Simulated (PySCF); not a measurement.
Below is a simulated gas-phase C 1s photoelectron spectrum of `[SiH3]O[C@H]1C=N1`.

Every computed line was given a Gaussian of 0.5 eV full width at half maximum and an area set by the number of equivalent atoms; the highest printed point is 100. Computed, not measured: PySCF, delta-SCF UKS SCAN, pcX-2 on the ionised atom, pcseg-1 elsewhere, spin-free X2C.

```
binding energy (eV)  intensity
              291.9          1
              292.0          2
              292.1          8
              292.2         20
              292.3         41
              292.4         69
              292.5         93
              292.6        100
              292.7         86
              292.8         60
              292.9         34
              293.0         17
              293.1         14
              293.2         23
              293.3         45
              293.4         72
              293.5         95
              293.6         99
              293.7         84
              293.8         56
              293.9         30
              294.0         13
              294.1          5
              294.2          1
              294.3          0
```

How many maxima does the curve show, and how many computed lines lie under it?

The curve has 2 maxima (at 292.6 and 293.6 eV). Under it lie 2 lines from 2 inequivalent carbon sites.

Decompose the envelope and assign each component. Numbering: `[SiH3:1][O:2][C@H:3]1[CH:4]=[N:5]1`.

```tsv
position (eV)	relative area	line	atoms	environment
292.58	1	C 1s	C4	C=N carbon
293.57	1	C 1s	C3	sp3 carbon bound to oxygen
```

Above which line width would these two lines show one maximum?

Two equal Gaussians merge once their distance is under 2σ = FWHM/1.177. With 0.99 eV between them that is a full width over 1.17 eV.

The listed C 1s values span 0.99 eV, from C4 (bonded to N (double bond), C and H) to C3 (bonded to O, N, C and H). Summing the Pauling electronegativity differences to the bonded atoms, each weighted by its formal bond order, gives +0.63 for the lowest site and +1.03 for the highest.

No satellites, vibrations or lifetime broadening are included. The unrestricted hole states depart most from a pure doublet (⟨S²⟩ = 0.75; over 0.85 named) for C 1s of C4 (0.87), which makes this value less certain. Geometry: PBE0-D3(BJ)/def2-SVP, one conformer, isolated molecule.

Shape of the structure used: `[SiH3:1][O:2][C@H:3]1[CH:4]=[N:5]1`: Si1–O2–C3–C4 -43°.
